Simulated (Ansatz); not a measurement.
Reaction (redistribution): `C[Si@@H](O)O[Si@H](O)Cl` + `O[SiH](F)[NH][GeH3]` → `C[Si@H](O)N[Si@@H](O)F` + `O[SiH](Cl)[O][GeH3]`

Gas-phase electronic energies from Ansatz, PBE0-D4/def2-TZVP geometries. CCSD(T)/CBS is the MP2 limit (def2-TZVPP, def2-QZVPP) plus CCSD(T) − MP2 in def2-TZVPP, frozen cores. Functionals use def2-TZVPP. For Ge outer-core shells are correlated without core-valence functions, which leaves a few kJ/mol of doubt a bond. Scalar relativity is left out up to krypton. One conformer a species, not always the lowest.

`C[Si@@H](O)O[Si@H](O)Cl`:

```xyz
14

C    -0.594    1.727    1.333
Si   -0.257   -0.056    1.007
O    -1.516   -0.655    0.118
O     1.121   -0.205    0.116
Si    1.371   -0.810   -1.369
O     0.344   -0.195   -2.470
Cl    1.113   -2.854   -1.248
H     0.254    2.192    1.841
H    -0.762    2.261    0.394
H    -1.480    1.848    1.959
H    -0.084   -0.859    2.242
H    -1.657   -1.603    0.151
H     2.739   -0.531   -1.817
H    -0.592   -0.260   -2.258
```

`O[SiH](F)[NH][GeH3]`:

Cartesian coordinates in Å:
```
O -0.134 0.732 1.911
Si -0.463 -0.699 1.201
F -1.936 -1.217 1.539
N -0.372 -0.542 -0.487
Ge 0.770 0.547 -1.443
H -0.635 1.500 1.632
H 0.469 -1.655 1.825
H -0.910 -1.182 -1.050
H 0.361 2.020 -1.259
H 0.633 0.138 -2.916
H 2.215 0.358 -0.954
```

`C[Si@H](O)N[Si@@H](O)F`:

Cartesian coordinates in Å:
```
C -0.512 -1.922 1.588
Si -0.035 -0.267 0.906
O -1.198 0.804 1.358
N 0.099 -0.380 -0.828
Si 0.551 0.889 -1.850
O 0.267 2.253 -0.980
F 2.102 0.907 -2.233
H -0.626 -1.865 2.673
H -1.465 -2.255 1.170
H 0.249 -2.673 1.365
H 1.282 0.194 1.416
H -1.107 1.674 0.958
H -0.276 -1.211 -1.260
H -0.164 0.846 -3.141
H 0.834 3.008 -1.143
```

`O[SiH](Cl)[O][GeH3]`:

Cartesian coordinates in Å:
```
O 0.190 -1.161 1.552
Si -0.698 0.143 1.129
Cl 0.246 1.818 1.877
O -0.805 0.201 -0.472
Ge 0.395 0.031 -1.787
H 0.673 -1.129 2.379
H -2.055 0.120 1.698
H -0.073 0.993 -2.884
H 0.350 -1.430 -2.251
H 1.777 0.414 -1.241
```

```tsv
level	ΔE (kJ/mol)
PBE-D4	22.0
PBE0-D4	23.3
PBE0	22.3
MP2/def2-TZVPP	24.4
SCS-MP2/def2-TZVPP	23.5
MP2/def2-QZVPP	24.5
SCS-MP2/def2-QZVPP	23.5
CCSD/CBS(def2)	25.0
```

(1) What does CCSD(T)/CBS give? (An estimate is asked.)

Largest T1 diagnostic among the species: 0.012.

Answers

(1) The calculation gave: +25.0 kJ/mol. The listed levels differ from it by -3.0, -1.7, -2.7, -0.6, -1.5, -0.5, -1.5, 0.0 kJ/mol.
